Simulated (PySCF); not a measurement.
C₂H₈FNOSi, SMILES O[Si@](CC)(N)F.

Coordinates come from a B3LYP-D3(BJ)/def2-SVP optimisation. The structure was generated by enumeration; whether it is a known compound was not checked. One conformer was computed; it need not be the lowest.

Calculation: PySCF with PBE/def2-TZVP.

Isolated molecule, no solvent.

```yaml
total_energy: -600.14784 hartree
highest_occupied_level: -6.29 eV
lowest_empty_level: -0.16 eV
orbital_gap: 6.13 eV
dipole_moment: 0.78 D
quadrupole, principal values (traceless, Buckingham form, about the centre of nuclear charge): -11.08, 1.93, 9.15 D·Å
mean_static_polarisability: 60.0 bohr³ (8.89 Å³)
polarisability_principal_values: 52.9, 60.3, 66.8 bohr³
```
